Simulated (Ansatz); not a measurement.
`[InH2][CH]1BO1` and `CC1BO1` differ in one atom or group.

Ansatz, PBE0-D4/def2-TZVP geometries, multiplicity 1. 

Elements past krypton have def2 core potentials.

| property | `[InH2][CH]1BO1` |
| --- | --- |
| HOMO–LUMO gap (B3LYP/def2-TZVPP) / eV | 5.08 |
| size of the dipole moment (B3LYP/def2-TZVPP) / D | 1.28 |
| HOMO energy (ωB97M-V/def2-TZVPP) / eV | -9.57 |
| HOMO energy (B3LYP/def2-TZVPP) / eV | -7.17 |
| HOMO–LUMO gap (ωB97M-V/def2-TZVPP) / eV | 9.24 |
| size of the dipole moment (ωB97M-V/def2-TZVPP) / D | 1.30 |

(1) Give the same properties after the change, and the shifts. (Estimate.)

Answers

(1) The calculation gave: 
| property | `CC1BO1` | shift |
| --- | --- | --- |
| HOMO–LUMO gap (B3LYP/def2-TZVPP) / eV | 6.98 | 1.90 |
| size of the dipole moment (B3LYP/def2-TZVPP) / D | 1.47 | 0.19 |
| HOMO energy (ωB97M-V/def2-TZVPP) / eV | -10.12 | -0.55 |
| HOMO energy (B3LYP/def2-TZVPP) / eV | -7.62 | -0.45 |
| HOMO–LUMO gap (ωB97M-V/def2-TZVPP) / eV | 11.61 | 2.37 |
| size of the dipole moment (ωB97M-V/def2-TZVPP) / D | 1.47 | 0.17 |

With PBE0 the HOMO falls by 0.45 eV and the LUMO rises by 1.42 eV, so the gap widens by about 1.87 eV. PBE moves the HOMO by -0.32 eV and ωB97M-V by -0.55 eV. The zero-point energy changes by 71.4 kJ/mol with +3 modes. Dipoles are sizes alone; their direction can turn.

B3LYP here is the variant with VWN-RPA as its local correlation; programs differ in this.
